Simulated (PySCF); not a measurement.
C₂H₃Cl₂FSi, SMILES FC([SiH3])=C(Cl)Cl.

Coordinates come from a B3LYP-D3(BJ)/def2-SVP optimisation. This is a generated structure with no PubChem entry under its InChIKey; it may be hypothetical.

These are PBE/def2-TZVP (PySCF) values and carry that method's errors.

Isolated molecule, no solvent.

```
Quantity                                                                                                        Result
---------------------------------------------------------------------------------------------  -----------------------
total energy                                                                                       -1387.10381 hartree
point group                                                                                                         Cs
highest occupied level                                                                                        -6.20 eV
lowest empty level                                                                                            -1.94 eV
orbital gap                                                                                                    4.26 eV
dipole moment                                                                                                   1.02 D
quadrupole, principal values (traceless, Buckingham form, about the centre of nuclear charge)   -2.47, -0.91, 3.37 D·Å
mean static polarisability                                                                       79.4 bohr³ (11.76 Å³)
polarisability, principal values                                                               53.7, 80.4, 103.9 bohr³
```
